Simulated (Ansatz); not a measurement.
TeCl4, relaxed as a singlet with RKS PBE-D4/def2-SVP in Ansatz, starting from the GFN2-xTB geometry. Force threshold 0.02 eV/Å.

In the def2 sets Te takes a core potential; there is no spin–orbit coupling.

Start:

```xyz
5

Te    0.100   -0.646   -0.195
Cl   -0.694    0.240   -2.337
Cl    0.797   -0.880    2.142
Cl   -1.858    0.225    0.675
Cl    1.654    1.062   -0.285
```

(1) Estimate the energy that the relaxation releases and the steps that it takes.

(2) Does the start keep its bonding and symmetry?

(3) Predict the relaxed structure.

Answers

(1) 0.21 eV, in 7 steps; 5.5 s on 4 threads of Arm Neoverse V2 on a shared host. No frequencies were taken in this run, so the end may be a saddle point.

(2) By distances, no bond broke or formed. The bond that changes most is Te1–Cl5, from 2.31 to 2.38 Å (atoms count from 1). Point group C2v at the start, C2v at the end, both within 0.05 Å.

(3) 
```xyz
5

Te    0.084   -0.541   -0.163
Cl   -0.661   -0.065   -2.474
Cl    0.859   -1.206    2.091
Cl   -1.859    0.496    0.743
Cl    1.576    1.316   -0.196
```
Bond lengths: 4 × Cl–Te 2.38 to 2.47 Å.
